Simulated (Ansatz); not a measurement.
Mulliken charges of ClFHO2Ta (`[O]=[Ta]([OH])([F])[Cl]`) from PBE/def2-TZVPP in Ansatz (PBE0-D4/def2-TZVP geometry).

```
atom   x (Å)   y (Å)   z (Å)  charge (e)
  O1  -1.833  -0.382   0.669      -0.339
 Ta2  -0.399   0.006  -0.174       0.970
  O3   1.015  -0.529   0.961      -0.343
  F4  -0.373  -0.948  -1.785      -0.270
 Cl5  -0.335   2.271  -0.575      -0.225
  H6   1.967  -0.483   0.858       0.207
```

**Question.** By hand: the dipole of these point charges (1 e Å = 4.8032 D).

**Answer.** Σ q r = (0.469, -0.038, 0.064) e Å, of length 0.475 e Å = 2.28 D.

**Question.** How does the dipole of the full density compare? (Best estimate.)

**Answer.** Ansatz gave: (0.711, 0.046, -0.089) e Å, 3.45 D; the point charges give 0.66 times that, at 17° from its direction.

Point charges leave out the atoms' own dipoles, such as those of lone pairs, and Mulliken's split depends on the basis, so the two needn't agree.
